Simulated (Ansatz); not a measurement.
A nudged elastic band was laid between two geometries of BrH + H4Si (7 atoms, charge 0, multiplicity 1).

Method: RKS B3LYP/def2-TZVP in Ansatz.

- movable images: 7
- climbing image: yes
- spring: 5.0 eV/Å²
- optimiser: quadratic models (default)
- start path: through a guess of the saddle point
- force threshold: 0.05 eV/Å
- iteration limit: 60
- end points: relaxed

Initial state:

```xyz
7
Properties=species:S:1:pos:R:3
Si 0.486 0.000 -0.303
H 0.028 0.000 1.108
H 1.966 0.000 -0.330
H -0.027 1.211 -0.980
H -0.027 -1.211 -0.980
Br -3.632 0.000 2.302
H -2.206 0.000 2.277
```

Final state:

```xyz
7
Properties=species:S:1:pos:R:3
Si -0.388 0.000 -0.973
H -0.014 0.000 4.032
H 0.501 0.000 0.205
H -0.173 1.213 -1.785
H -0.173 -1.213 -1.785
Br -2.508 0.000 -0.257
H -0.658 0.000 3.658
```

(1) Which bonds break or form, and what moves?

(2) What energy profile does the band end with?

(3) What is the geometry of the highest image?

The band took 12 iterations and about 5 core-minutes.

Results:

(1) Bonds broken: Si1–H2, Br6–H7. Bonds formed: Si1–Br6, H2–H7. BrH + H4Si becomes BrH3Si + H2.

(2) The forces met the threshold. The highest image is number 3 of 0 to 8, 1.63 eV above the first end and 2.27 eV above the last; the last end lies 0.64 eV below the first. Neighbouring images differ by up to 1.4 eV, so the band resolves the path poorly. A vibrational analysis at the climbing image gives one clearly imaginary mode, 810i cm⁻¹: a first-order saddle point. The orbitals stay closed-shell, which can raise the energy where a bond breaks towards radicals; this wasn't checked here.

```
image  path coordinate (Å)  energy (eV)  Si1–H2 (Å)  Br6–H7 (Å)  Si1–Br6 (Å)
    0                 0.00         0.00        1.48        1.43         4.87
    1                 0.96         0.01        1.49        1.43         4.18
    2                 1.92         0.27        1.50        1.45         3.35
    3                 2.88         1.63        1.73        1.95         2.73
    4                 3.70         0.64        2.28        2.26         2.37
    5                 4.53        -0.34        2.89        2.57         2.25
    6                 5.36        -0.61        3.63        3.06         2.24
    7                 6.18        -0.64        4.42        3.50         2.24
    8                 7.00        -0.64        5.02        4.33         2.24
```

(3) 
```xyz
7
Properties=species:S:1:pos:R:3:forces:R:3
Si -0.174 0.000 -0.045 0.01 0.00 -0.03
H 0.047 0.000 1.669 0.00 0.00 0.00
H 1.314 0.000 0.039 0.01 0.00 0.00
H -0.551 1.285 -0.641 -0.01 0.00 0.01
H -0.551 -1.285 -0.641 -0.01 0.00 0.01
Br -2.675 0.000 1.059 -0.01 0.00 -0.01
H -0.823 0.000 1.655 -0.01 0.00 0.01
```

The run took 80 s on 4 threads of Arm Neoverse V2 (shared host), peak memory 0.25 GiB.
